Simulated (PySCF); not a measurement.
## Dipole moment and polarisability of SiEt2(OAc)2

SiEt2(OAc)2, C₈H₁₆O₄Si.
Geometry (PBE0-D3(BJ)/def2-SVP, Å), atoms numbered from 1 in this order:
```
atom  x, y, z in Å
Si1    0.3574    0.0006    0.2479
C2     0.3237   -0.1660    2.0985
C3     1.0514   -1.4001    2.6265
H4    -0.7406   -0.1790    2.3869
H5     0.7470    0.7581    2.5295
H6     0.9859   -1.4712    3.7231
H7     0.6217   -2.3237    2.2092
H8     2.1221   -1.3885    2.3648
C9     2.0384    0.1367   -0.5349
C10    2.8494    1.3393   -0.0568
H11    1.8659    0.1833   -1.6233
H12    2.5809   -0.8062   -0.3485
H13    3.8239    1.3992   -0.5653
H14    2.3159    2.2821   -0.2526
H15    3.0503    1.2940    1.0257
O16   -0.4593    1.4158   -0.2354
C17   -1.7945    1.5360   -0.2254
C18   -2.2548    2.7627   -0.9499
O19   -2.5157    0.7216    0.2923
H20   -3.3315    2.9049   -0.8073
H21   -2.0330    2.6305   -2.0200
H22   -1.6943    3.6430   -0.6061
O23   -0.4489   -1.3869   -0.3276
C24   -0.9707   -1.4843   -1.5582
C25   -1.7944   -2.7236   -1.7239
O26   -0.7994   -0.6450   -2.4055
H27   -2.0956   -2.8400   -2.7706
H28   -2.6863   -2.6322   -1.0855
H29   -1.2345   -3.6033   -1.3773
```

Level: B3LYP/def2-SVPD (PySCF), static field, nuclei fixed, core orbitals frozen in the response. The polarisability tensor in these axes (au):

```
x   134.29   3.47   7.71
y     3.47 132.26  -5.70
z     7.71  -5.70 127.69
```

Question: Diagonalise the tensor; give its mean and Δα, where Δα² is half the sum of the squared differences of the eigenvalues.

Answer: Principal values 119.19, 135.66 and 139.39 au; mean 131.41 au = 19.47 Å³ = 21.67 × 10⁻⁴⁰ C²·m²/J; Δα = 18.61 au (14 % of the mean).

Question: What is the dipole moment, and where does it point?

Answer: (1.64, -0.08, 0.99) D, 1.91 D in size, pointing from the negative to the positive side. Measured along this direction, the outermost atoms are H20 at the negative end and H8 and H15 at the positive end.

Question: Traceless (Buckingham) quadrupole moment about the centre of nuclear charge: eigenvalues?

Answer: -11.55, 0.46, 11.09 D·Å. The values depend on the origin, since the dipole doesn't vanish. The electronic extent ⟨r²⟩ about the same centre is 2880 bohr², a root-mean-square distance of 2.71 Å for the 110 electrons.

Question: Refractivity n − 1 of an ideal gas of it at 400 K and 1 atm, from the electronic α?

Answer: N = p/kT = 1.8347 × 10¹⁹ cm⁻³, so n − 1 = 2π × N × 19.47 × 10⁻²⁴ cm³ = 2245 × 10⁻⁶ at long wavelengths, for an ideal gas.

Question: Directions of the eigenvectors, and the extent of the frame along each?

Answer: Largest value along (0.82, -0.05, 0.57), where the nuclei span 6.52 Å; middle along (0.30, 0.89, -0.35), 6.04 Å; least along (-0.49, 0.45, 0.75), 4.68 Å. The response follows the extents in order.

One conformer (not necessarily the lowest) at the PBE0-D3(BJ)/def2-SVP geometry, without solvent, vibrations or thermal averaging.
